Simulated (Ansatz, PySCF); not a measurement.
This singlet lies 1.09 eV below the relaxed triplet at the level B3LYP/cc-pVTZ // PBE0-D3(BJ)/def2-TZVP (Ansatz, a first-principles code).

**CHNSi, SMILES `[SiH]C#N` (lower singlet) (charge 0, multiplicity 1)**

Calculation: PBE0-D3(BJ)/def2-TZVP (PySCF).

| Quantity | Value |
|---|---|
| HOMO | -7.77 eV |
| dipole moment | 3.12 D |
| HOMO–LUMO gap | 3.81 eV |
| LUMO | -3.97 eV |
| total energy | -382.6793 Ha |
| cost | roughly 11 core-seconds |

```xyz
4

N      1.8355    -0.2102     0.1079
C      0.7377     0.0600    -0.1398
Si    -0.9535     0.6726    -0.6385
H     -1.6197    -0.5224     0.0235
```
Charge 0, spin multiplicity 1.
